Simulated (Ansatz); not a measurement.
Consider the ligand exchange at the Si–C bond: `[NH2][AlH][O]C[SiH3]` + `[OH][Sn]([F])([F])[F]` → `[F][Sn]([F])([F])[O][SiH3]` + `C[O][AlH][NH2]`.

Computed with Ansatz on PBE0-D4/def2-TZVP structures; ΔE is electronic, products minus reactants. CCSD(T)/CBS is the MP2 limit (def2-TZVPP, def2-QZVPP) plus CCSD(T) − MP2 in def2-TZVPP, frozen cores. This one scheme is used for every species. DFT in def2-TZVPP. B3LYP here is the variant with VWN-RPA as its local correlation; programs differ in this. Elements past krypton have def2 core potentials. For Sn outer-core shells are correlated without core-valence functions, which leaves a few kJ/mol of doubt a bond. One conformer a species, not always the lowest.

| level | ΔE (kJ/mol) |
| --- | --- |
| PBE-D4 | -92.8 |
| revPBE-D4 | -90.2 |
| r2SCAN-D4 | -108.6 |
| B97M-V | -112.4 |
| revPBE | -96.5 |
| BLYP | -108.3 |
| B3LYP | -115.0 |
| HF/def2-TZVPP | -142.8 |

Question: What does CCSD(T)/CBS give? (Best estimate.)

Answer: Computed: -116.1 kJ/mol. The listed levels differ from it by 23.3, 25.9, 7.5, 3.7, 19.6, 7.8, 1.1, -26.7 kJ/mol.

Largest T1 diagnostic among the species: 0.015.

From PBE to PBE0 (25 % exact exchange), in def2-TZVPP and without D4, ΔE moves by −9.6 kJ/mol. In def2-TZVPP, CCSD(T) changes the Hartree–Fock value by +27.3 kJ/mol (the triples alone add +4.1 kJ/mol) and MP2 by +24.6 kJ/mol. Leaving LDA and LC-ωPBE aside and taking each functional with its dispersion term where it has one, the values, not all of them listed here, spread over 34.6 kJ/mol, from BHLYP-D4 to revPBE-D4. LDA lies +4.1 kJ/mol from PBE without D4.

CCSD(T)/CBS has its own doubt, a few kJ/mol and more with outer-core shells, so smaller differences from it don't rank the levels.
